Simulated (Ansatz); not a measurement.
Program: Ansatz 0.2.0.

A structure relaxed at PBE0-D4/def2-TZVP, charge 0, multiplicity 1:

```json
{"atom": "N1", "x (Å)": "1.6364", "y (Å)": "1.0324", "z (Å)": "-0.8860"}
{"atom": "C2", "x (Å)": "0.4109", "y (Å)": "1.2237", "z (Å)": "-0.6014"}
{"atom": "Al3", "x (Å)": "-0.7081", "y (Å)": "-0.1449", "z (Å)": "0.2639"}
{"atom": "S4", "x (Å)": "0.2696", "y (Å)": "-2.0300", "z (Å)": "0.7277"}
{"atom": "Cl5", "x (Å)": "-2.7268", "y (Å)": "0.1469", "z (Å)": "0.7311"}
{"atom": "H6", "x (Å)": "1.9584", "y (Å)": "0.0991", "z (Å)": "-0.6142"}
{"atom": "H7", "x (Å)": "0.0185", "y (Å)": "2.2114", "z (Å)": "-0.8741"}
{"atom": "H8", "x (Å)": "-0.8589", "y (Å)": "-2.5385", "z (Å)": "1.2530"}
```

(1) Give its formula and SMILES.

(2) Point group (tolerance 0.08 Å, 0.16 Å for H)?

(3) Summarise the bond lengths by kind.

Answers

(1) CH3AlClNS, `N=[CH][Al]([SH])[Cl]`.

(2) Cs.

(3) 1 × C–N 1.273 Å; 1 × H–N 1.024 Å; 1 × Al–C 1.968 Å; 1 × C–H 1.097 Å; 1 × Al–S 2.174 Å; 1 × Al–Cl 2.092 Å; 1 × H–S 1.345 Å.
